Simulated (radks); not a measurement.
Results of a calculation; reference values are marked as such.
In21+, configuration [Ar] 3d9 4d1 (not the ground configuration).

Level of theory: scalar-relativistic Kohn-Sham, SCAN, spin-polarised, spherical densities, finite nucleus; open shells are filled with parallel spins first (spin-orbit coupling, left out, can overturn this in heavy ions); meta-GGA in the generalised Kohn-Sham scheme; Fermi nuclear charge, rms radius 4.6156 fm (a radial shooting solver on a logarithmic mesh with Libxc functionals).

Energy parts (hartree):
| part | energy |
|---|---|
| total | -5672.29597 |
| kinetic | 5920.19877 |
| electron-nucleus | -13016.97063 |
| Hartree | 1562.71712 |
| exchange-correlation | -138.24123 |

Orbitals (lengths in bohr, moments of r in powers of bohr; r(max) is where P^2 peaks):
1s up: occ. 1; eigenvalue (hartree) -1046.294; r(max) 0.01922; <r^4> 3.722e-06; <r> 0.02971; <1/r> 51.85
1s down: occ. 1; eigenvalue (hartree) -1046.290; r(max) 0.01922; <r^4> 3.722e-06; <r> 0.02971; <1/r> 51.85
2s up: occ. 1; eigenvalue (hartree) -177.5289; r(max) 0.1084; <r^4> 0.0006445; <r> 0.1282; <1/r> 11.86
2s down: occ. 1; eigenvalue (hartree) -177.4145; r(max) 0.1084; <r^4> 0.0006438; <r> 0.1282; <1/r> 11.86
2p up: occ. 3; eigenvalue (hartree) -161.7461; r(max) 0.08687; <r^4> 0.0004631; <r> 0.1119; <1/r> 11.40
2p down: occ. 3; eigenvalue (hartree) -161.6530; r(max) 0.08684; <r^4> 0.0004623; <r> 0.1119; <1/r> 11.40
3s up: occ. 1; eigenvalue (hartree) -51.66608; r(max) 0.3115; <r^4> 0.02630; <r> 0.3406; <1/r> 4.293
3s down: occ. 1; eigenvalue (hartree) -51.52544; r(max) 0.3117; <r^4> 0.02636; <r> 0.3409; <1/r> 4.286
3p up: occ. 3; eigenvalue (hartree) -46.43136; r(max) 0.3041; <r^4> 0.02713; <r> 0.3373; <1/r> 4.098
3p down: occ. 3; eigenvalue (hartree) -46.28276; r(max) 0.3044; <r^4> 0.02715; <r> 0.3376; <1/r> 4.093
3d up: occ. 5; eigenvalue (hartree) -38.53329; r(max) 0.2523; <r^4> 0.02292; <r> 0.3107; <1/r> 3.882
3d down: occ. 4; eigenvalue (hartree) -38.35142; r(max) 0.2526; <r^4> 0.02291; <r> 0.3109; <1/r> 3.880
4d up: occ. 1; eigenvalue (hartree) -18.20140; r(max) 0.7287; <r^4> 0.6186; <r> 0.7570; <1/r> 1.753

The highest occupied level is 4d up at -495.29 eV. The density falls to 0.001 e/bohr^3 at r = 1.57 bohr. The spin density at the nucleus is -1.691 e/bohr^3 (1s -0.639, 2s -7.215, 3s 6.163). The electron density at the nucleus is 1.79e+05 e/bohr^3 (large components only). Spin moment in Bohr magnetons: 2.

Empty levels of this run are not shown, since the potential may be unsettled where no density lies.
